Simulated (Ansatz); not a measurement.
The cluster Ru3H4. Total charge 0; singlet. Geometry PBE-D4/def2-TZVP.

```xyz
7

Ru    1.158    0.336   -0.888
Ru   -0.460   -1.415   -0.174
Ru   -1.088    0.656   -0.858
H    -1.483    1.541    0.416
H     1.322   -1.332   -0.268
H     1.167    1.071    0.493
H    -0.616   -0.857    1.279
```

In the def2 sets Ru takes a core potential; there is no spin–orbit coupling. The restricted singlet is unstable towards broken spin symmetry at other levels; at r2SCAN-D4/def2-TZVPD, PBE0-D4/def2-SVP, ωB97X-V/def2-TZVP, ωB97M-V/def2-TZVP this wasn't settled. At PBE0-D4/def2-TZVP the restricted singlet is unstable: a solution with broken spin symmetry lies lower. The geometry of the singlet was relaxed on an unsound state (restricted singlet, unstable towards broken spin symmetry). At PBE0-D4/def2-TZVP a triplet of charge 0 lies 0.62 eV below the restricted singlet, each at its own geometry. The structure comes from a short search, and lower isomers may exist.

Task: Estimate the orbital energies around the gap (eV) in Ansatz with r2SCAN-D4/def2-TZVPD, PBE0-D4/def2-SVP, PBE0-D4/def2-TZVP, ωB97X-V/def2-TZVP, ωB97M-V/def2-TZVP.

Result: 
```csv
orbital,r2SCAN-D4/def2-TZVPD,PBE0-D4/def2-SVP,PBE0-D4/def2-TZVP,ωB97X-V/def2-TZVP,ωB97M-V/def2-TZVP
HOMO−9,-8.31,-9.09,-9.07,-11.27,-11.17
HOMO−8,-7.63,-8.40,-8.36,-10.43,-10.42
HOMO−7,-7.18,-8.17,-8.13,-10.43,-10.40
HOMO−6,-7.04,-7.82,-7.77,-9.84,-9.84
HOMO−5,-6.46,-7.16,-7.12,-9.25,-9.29
HOMO−4,-5.98,-6.97,-6.94,-9.13,-9.13
HOMO−3,-4.87,-5.70,-5.66,-7.83,-7.89
HOMO−2,-4.86,-5.64,-5.60,-7.66,-7.71
HOMO−1,-4.49,-5.51,-5.48,-7.61,-7.66
HOMO,-4.39,-5.32,-5.29,-7.40,-7.44
LUMO,-4.04,-3.14,-3.11,-0.83,-0.88
LUMO+1,-3.32,-2.60,-2.57,-0.61,-0.82
LUMO+2,-3.06,-2.31,-2.28,-0.46,-0.69
LUMO+3,-2.86,-2.18,-2.16,-0.31,-0.51
LUMO+4,-2.79,-2.00,-1.97,0.21,0.11
LUMO+5,-1.28,-0.58,-0.57,1.30,0.85
```
